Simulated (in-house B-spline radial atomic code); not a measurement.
## Pm²⁺: [Ar] 3d10 4s2 (4p1/2)2 (4p3/2)3 4d10 4f5 5s1 5p6 6s2 (with a hole in an inner shell)

Level of theory: Dirac-Hartree-Fock, average of the jj configuration, Fermi nucleus of rms radius 4.962 fm; calculated with a B-spline radial code for spherical atoms.

Effective charges: Z_r = [3n² - l(l+1)]/(2<r>) from the radius, Z_e = n√(-2ε) from the energy, and Slater's rules. Values are occupation-weighted means over j. An effective charge above Z reflects the relativistic contraction of the inner shells.

```json
{"shell": "1s", "electrons": "2", "ε (eV)": "-45489", "<r> (bohr)": "0.02317", "Z_r": "64.73", "Z_e": "57.82", "Slater": "60.70"}
{"shell": "2s", "electrons": "2", "ε (eV)": "-7541", "<r> (bohr)": "0.09834", "Z_r": "61.01", "Z_e": "47.09", "Slater": "56.85"}
{"shell": "2p", "electrons": "6", "ε (eV)": "-6750.5", "<r> (bohr)": "0.08685", "Z_r": "57.57", "Z_e": "44.55", "Slater": "56.85"}
{"shell": "3s", "electrons": "2", "ε (eV)": "-1720.5", "<r> (bohr)": "0.2591", "Z_r": "52.11", "Z_e": "33.74", "Slater": "49.75"}
{"shell": "3p", "electrons": "6", "ε (eV)": "-1464.6", "<r> (bohr)": "0.2575", "Z_r": "48.54", "Z_e": "31.13", "Slater": "49.75"}
{"shell": "3d", "electrons": "10", "ε (eV)": "-1105.2", "<r> (bohr)": "0.2356", "Z_r": "44.57", "Z_e": "27.04", "Slater": "39.85"}
{"shell": "4s", "electrons": "2", "ε (eV)": "-386.9", "<r> (bohr)": "0.5916", "Z_r": "40.57", "Z_e": "21.33", "Slater": "33.60"}
{"shell": "4p", "electrons": "5", "ε (eV)": "-304.28", "<r> (bohr)": "0.6246", "Z_r": "36.82", "Z_e": "18.92", "Slater": "33.60"}
{"shell": "4d", "electrons": "10", "ε (eV)": "-173.2", "<r> (bohr)": "0.6835", "Z_r": "30.72", "Z_e": "14.27", "Slater": "22.85"}
{"shell": "5s", "electrons": "1", "ε (eV)": "-79.031", "<r> (bohr)": "1.416", "Z_r": "26.49", "Z_e": "12.05", "Slater": "12.20"}
{"shell": "5p", "electrons": "6", "ε (eV)": "-51.506", "<r> (bohr)": "1.597", "Z_r": "22.86", "Z_e": "9.73", "Slater": "12.20"}
{"shell": "4f", "electrons": "5", "ε (eV)": "-42.364", "<r> (bohr)": "0.8711", "Z_r": "20.66", "Z_e": "7.06", "Slater": "14.60"}
{"shell": "6s", "electrons": "2", "ε (eV)": "-18.954", "<r> (bohr)": "3.405", "Z_r": "15.86", "Z_e": "7.08", "Slater": "4.70"}
```

The least bound orbital is 6s1/2 at -18.95 eV, and it is also the most diffuse (<r> = 3.405 bohr). The part-filled 4p shell lies below the filled 6s shell in orbital energy.

For the 1s electron the small component carries 5.13 % of the norm, the zero-frequency Breit interaction raises the level by 128.9 eV, self-energy by 76.28 eV, and vacuum polarisation lowers it by 11.89 eV.
